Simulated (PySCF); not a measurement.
C₄H₁₄Si₄.
SMILES with atom numbers: `[CH:1]#[C:2][Si@H:3]([CH2:4][CH3:5])[SiH2:6][SiH2:7][SiH3:8]` (hydrogens: H9 on C1; H10 on Si3; H11, H12 on C4; H13, H14, H15 on C5; H16, H17 on Si6; H18, H19 on Si7; H20, H21, H22 on Si8)

Torsions of this conformer, `[CH:1]#[C:2][Si@H:3]([CH2:4][CH3:5])[SiH2:6][SiH2:7][SiH3:8]`: C2–Si3–C4–C5 -178°, C2–Si3–Si6–Si7 -46°, Si3–Si6–Si7–Si8 -48°.

The closed-shell ground state was solved at several levels (PySCF, density fitting, gas phase, non-relativistic). The structure is a single PBE0-D3(BJ)/def2-SVP conformer in the gas phase; no vibrational or solvent corrections.

```csv
level,basis functions,total energy (Eh),HOMO (eV),LUMO (eV),gap (eV),dipole (D)
mPW1PW91/pcSseg-1,234,-1318.7125,-7.57,-0.39,7.18,1.06
PBE0/pcSseg-1,234,-1318.0134,-7.54,-0.39,7.15,1.08
```

(1) What might wB97X-D/def2-SVPD (288 basis functions) give for the same quantities?

(2) Over all these levels, which gives the widest orbital gap and which the narrowest?

(3) How far do the dipole and the HOMO energy spread over the levels?

## Answers

(1) Total energy -1318.2291 Eh, HOMO -9.23 eV, LUMO 1.28 eV, gap 10.51 eV, dipole 1.06 D.

(2) wB97X-D/def2-SVPD (range-separated hybrid) has the widest, 10.51 eV, and PBE0/pcSseg-1 (global hybrid, 25 % exact exchange) the narrowest, 7.15 eV. Functional and basis both differ between the two, so the spread mixes both effects.

(3) The dipole runs from 1.06 to 1.08 D (mean 1.07 D) and the HOMO from -9.23 to -7.54 eV.

The pairwise dispersion term of wB97X-D wasn't added to the energies; at a given geometry it leaves orbitals and properties as they are.
